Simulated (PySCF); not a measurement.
What PySCF settings do for ZnAs

Base input, run as `python input.py` with PySCF 2.14:

```python
from pyscf import gto, scf

mol = gto.M(
    atom='Zn 0 0 0; As 0 0 2.365',
    basis='lanl2dz',
    ecp={'Zn': 'lanl2dz', 'As': 'lanl2dz'},
    charge=0,
    spin=3,
    verbose=4,
)
mf = scf.UHF(mol)
mf.kernel()
mf.stability(internal=True, external=True)
mf.dip_moment()
print('orbital energies (hartree):', [e[max(0, n-3):n+3].round(4) for e, n in zip(mf.mo_energy, mol.nelec)])
```

Base result: E(SCF) = -69.449866 Eh, ⟨S²⟩ = 3.776, μz(SCF) = -1.33 D, internal stable; real -> complex stable; UHF/UKS -> GHF/GKS stable. The bond length is a typed value, not an optimised one. No search for the lowest solution was made.

Wall time 1.3 s on one thread of a shared host.

Each row names what differs from the base; energies in brackets are changes from the base.

| change | result |
| --- | --- |
| geometry: bond 2.365 → bond 2.436 | E(SCF) = -69.455033 Eh (-0.1406 eV), ⟨S²⟩ = 3.783, μz(SCF) = -1.29 D, internal stable; real -> complex stable; UHF/UKS -> GHF/GKS stable |
| basis set: lanl2dz → 6-31g; core potential: on → off | E(SCF) = -4011.323120 Eh, 11 cycles, ⟨S²⟩ = 3.775, μz(SCF) = -1.51 D, internal stable; real -> complex stable; UHF/UKS -> GHF/GKS stable |
| geometry: bond 2.365 → bond 7.095 | not converged: SCF after 50 cycles |
| SCF type: UHF → RHF [runs as restricted open-shell] | stops with NotImplementedError after the SCF |
| density fitting: none → def2-universal-jkfit | E(SCF) = -69.449848 Eh (+0.0005 eV), ⟨S²⟩ = 3.776, μz(SCF) = -1.33 D, internal stable; real -> complex stable; UHF/UKS -> GHF/GKS stable |
| DIIS space: default → off [unsound on purpose] [may be another electronic state] | not converged: SCF after 50 cycles |
| geometry: bond 2.365 → bond 4.73 [spin-contaminated] | not converged: SCF after 50 cycles |
| point-group symmetry: off → on | E(SCF) = -69.449866 Eh (+0.0000 eV), ⟨S²⟩ = 3.776, μz(SCF) = -1.33 D, internal stable; real -> complex stable; UHF/UKS -> GHF/GKS stable (rotations that keep the point group only) |
| geometry: bond 2.365 → bond 3.548 [spin-contaminated] | not converged: SCF after 50 cycles |
| geometry: bond 2.365 → bond 2.199 | E(SCF) = -69.429642 Eh (+0.5503 eV), 15 cycles, ⟨S²⟩ = 3.765, μz(SCF) = -1.29 D, internal stable; real -> complex stable; UHF/UKS -> GHF/GKS stable |
| smearing width (hartree): none → 0.01; step after the SCF: stability → none [smearing does not keep the typed spin] | E(SCF) = -69.288063 Eh (+4.4029 eV), μz(SCF) = -4.66 D |
| geometry: bond 2.365 → bond 2.956 [spin-contaminated] | not converged: SCF after 50 cycles |
| spin (2S): 3 → 65 [unsound on purpose] | stops with AssertionError |
| PCM solvent, dielectric constant: none → 32.6; step after the SCF: stability → analyze | E(SCF) = -69.468689 Eh (-0.5122 eV), ⟨S²⟩ = 3.765, μz(SCF) = -3.93 D |
| charge: 0 → 1; spin (2S): 3 → 2 [another spin of the ion may lie lower] | E(SCF) = -69.124396 Eh (+8.8565 eV), ⟨S²⟩ = 2.009, internal unstable; real -> complex unstable; UHF/UKS -> GHF/GKS unstable |
| second-order solver: off → on [may be another electronic state] [ends in another solution than the base] | E(SCF) = -64.700506 Eh (+129.2367 eV), 10 cycles, ⟨S²⟩ = 3.769, μz(SCF) = 4.60 D, internal unstable; real -> complex unstable; UHF/UKS -> GHF/GKS unstable |
| step after the SCF: stability → gradient | E(SCF) = -69.449866 Eh (+0.0000 eV), ⟨S²⟩ = 3.776, μz(SCF) = -1.33 D, gradient on the second atom -0.0447 Eh/bohr |
| electric field along z (a.u.): none → 0.01 | E(SCF) = -69.449835 Eh (+0.0008 eV), ⟨S²⟩ = 3.783, μz(SCF) = 1.43 D, internal stable; real -> complex stable; UHF/UKS -> GHF/GKS stable |
| spin-free X2C: off → on [unsound on purpose] | stops with NotImplementedError |
| step after the SCF: stability → frequency [not at a minimum] | E(SCF) = -69.449866 Eh (+0.0000 eV), ⟨S²⟩ = 3.776, μz(SCF) = -1.33 D, wavenumbers 277 cm⁻¹ |

Problem. Order these changes by how far they move the SCF energy from the base, largest first: (1) PCM solvent, dielectric constant: none → 32.6; step after the SCF: stability → analyze; (2) electric field along z (a.u.): none → 0.01; (3) geometry: bond 2.365 → bond 2.199; (4) geometry: bond 2.365 → bond 2.436.

Solution. (3) +0.5503 eV, (1) -0.5122 eV, (4) -0.1406 eV, (2) +0.0008 eV.
